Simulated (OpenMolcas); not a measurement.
## Ar2+: CASPT2 settings compared

```yaml
Program: OpenMolcas
Basis: ANO-RCC-VTZP [5s4p2d1f]
Scalar_Hamiltonian: DKH4, point nucleus
Active_space: 6 electrons in 4 orbitals (3s 3p)
State_averaging: 2S+1 = 3 even, 3 roots; 2S+1 = 1 even, 6 roots kept (CI in the orbitals of an earlier block); 2S+1 = 3 odd, 3 roots
Spin-orbit_coupling: state interaction with AMFI integrals over the reference wave functions, term energies averaged over their components
```

Methods on the same reference wave functions:
A. CASSCF
B. SS-CASPT2, IPEA 0.1 Eh, imaginary shift 0.15 Eh (closed shells correlated: 2s 2p)
C. XMS-CASPT2, IPEA 0.15 Eh, real shift 0.15 Eh (closed shells correlated: 2s 2p)
D. XMS-CASPT2, IPEA 0.15 Eh, imaginary shift 0.3 Eh (closed shells correlated: 2s 2p)

Energies in eV above 3s² 3p⁴ ³P₂, the measured ground level; measured values from Saloman, J. Phys. Chem. Ref. Data 39, 033101 (2010).

| Level | A | B | C | D | Measured |
| --- | --- | --- | --- | --- | --- |
| 3s² 3p⁴ ³P₂ | 0.0000 | 0.0000 | 0.0000 | 0.0000 | 0.0000 |
| 3s² 3p⁴ ³P₁ | 0.1275 | 0.1280 | 0.1280 | 0.1280 | 0.1379 |
| 3s² 3p⁴ ³P₀ | 0.1815 | 0.1825 | 0.1828 | 0.1828 | 0.1947 |
| 3s² 3p⁴ ¹D₂ | 2.1142 | 1.839 | 1.845 | 1.844 | 1.7370 |
| 3s² 3p⁴ ¹S₀ | 3.9488 | 4.214 | 4.340 | 4.342 | 4.1244 |
| 3s 3p⁵ ³P°₂ | 17.2929 | 15.294 | 15.221 | 15.200 | 14.1095 |
| 3s 3p⁵ ³P°₁ | 17.4168 | 15.418 | 15.344 | 15.324 | 14.2331 |
| 3s 3p⁵ ³P°₀ | 17.4787 | 15.480 | 15.406 | 15.386 | 14.2988 |

Deviations, from unrounded energies. A percentage is the sum of absolute deviations over the sum of measured energies, with the sign that they share, or ± where signs differ.

```csv
Against measurement,Levels,A,B,C,D
mean absolute deviation (cm-1),7,12000,4300,4200,4200
fine structure of the ground term (%),2,-7.1,-6.6,-6.6,-6.6
other terms of the ground configuration (%),2,±9.4,+3.3,+5.5,+5.5
other configurations (%),3,+22.4,+8.3,+7.8,+7.7
```

B, C, D lie about equally close to measurement and A furthest from it. The largest miss of D in the table is 3s 3p⁵ ³P°₁, by +8800 cm-1. The ranking rests on the paired levels alone, and a cruder setting can come out closer through cancelling errors.

Among B to D the level of the table that moves most is 3s² 3p⁴ ¹S₀, by 1000 cm-1 (lowest in B, highest in D). Moves below CASPT2's spread within the term are not significant.

The mean deviations of B to D differ by less than CASPT2's widest spread within a term (470 cm-1), so their order carries little weight.

From A to B the spin-free energies of the other terms of 3s² 3p⁴ shown, above ³P, scale by factors of 0.87 to 1.07.

The lowest spin-free term lies below A's lowest term by 0.182 hartree in B, 0.185 hartree in C, 0.185 hartree in D.

Term energies are means over components that CASPT2 splits; among the terms shown or strongly mixed into the levels shown the widest spread is 470 cm-1 (3s² 3p⁴ ¹D, D). Over all roots computed the reference weight is 0.88 to 0.96 in B, 0.89 to 0.96 in C, 0.89 to 0.96 in D; the roots of lowest weight are the least certain, and an intruder state may touch them. Terms from blocks run as CI alone lack orbitals of their own. Terms of s pⁿ other than that of highest spin mix with s² pⁿ⁻² d, which this space lacks; all of them can be thousands of cm-1 off, and some have no real level of that name. Computed and measured levels are paired by configuration, term and J; levels that our copy of the source lacks, or whose pairing is in doubt (as where it misses far off the trend of its configuration), stay unpaired and out of the deviations. Only configurations of the active space appear.

° marks odd parity.
